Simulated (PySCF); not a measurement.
## Ag³³⁺ (silver, charge +33): Hartree-Fock from Schrödinger to Dirac-Coulomb-Breit

Occupied: 1s1/2, 2s1/2, 2p1/2, 2p3/2, 3s1/2, 3p1/2. Hartree-Fock calculated with PySCF 2.14 in an uncontracted even-tempered set (17 s from 2.6 bohr⁻², ratio 2.7; 13 p from 3.1 bohr⁻², ratio 2.7), Gaussian nucleus throughout. NR is non-relativistic, sf-X2C the spin-free one-electron X2C Hamiltonian, X2C adds the bare one-electron spin-orbit term, X2C-SNSO screens it by Boettger's factors, DC is four-component Dirac-Coulomb, and the Gaunt and Breit terms are added at first order (total energies over the DC spinors, levels after relaxing the spinors in that mean field). QED terms are absent. Levels marked empty are virtual spinors of this ion; the basis has s and p functions only, so 3d, which can lie below the n = 4 levels, is absent.

```
Hamiltonian  E (hartree)  E − E(DC) (hartree)  CPU seconds
        X2C   -4453.6653               0.9768         0.29
   X2C-SNSO   -4453.4841               1.1580         0.35
         DC   -4454.6422               0.0000           14
   DC+Gaunt   -4451.1213               3.5208           24
   DC+Breit   -4451.4402               3.2020           70
```

```
   level (eV)       X2C  X2C-SNSO        DC  DC+Gaunt  DC+Breit
        1s1/2  -27486.5  -27486.9  -27506.5  -27450.8  -27454.5
        2s1/2   -5616.4   -5616.6   -5618.9   -5613.5   -5613.9
        2p1/2   -5360.8   -5355.0   -5355.8   -5346.5   -5347.5
        2p3/2   -5161.7   -5164.3   -5166.0   -5159.6   -5160.5
        3s1/2   -2158.2   -2158.3   -2158.8   -2157.5   -2157.7
        3p1/2   -2074.8   -2073.4   -2073.6   -2071.3   -2071.6
3p3/2 (empty)   -1959.7   -1960.3   -1960.6   -1959.2   -1959.5
4s1/2 (empty)   -1088.4   -1088.4   -1088.6   -1088.2   -1088.2
```

| interval (eV) | X2C | X2C-SNSO | DC | DC+Gaunt | DC+Breit |
| --- | --- | --- | --- | --- | --- |
| 2p3/2 − 2p1/2 | 199.1 | 190.7 | 189.8 | 187.0 | 187.0 |

Weight of the small component: 1s1/2 0.0297, 2s1/2 0.00643, 2p1/2 0.00638, 2p3/2 0.00612, 3s1/2 0.00232, 3p1/2 0.00228, 3p3/2 0.00218, 4s1/2 0.00105.

Koopmans' value for the highest occupied level at DC+Breit: 2071.6 eV, against an ionisation energy of 2077 ± 4 eV (semi-empirical (NIST evaluation); NIST Atomic Spectra Database, ionization energies); the former lacks relaxation, correlation, QED and recoil.

The whole ladder took 110 s of wall time on 1 thread of Neoverse-N1 (shared host), launched as `OMP_NUM_THREADS=1 python relrun2.py TASK.json OUT` (a driver that calls PySCF for each Hamiltonian).
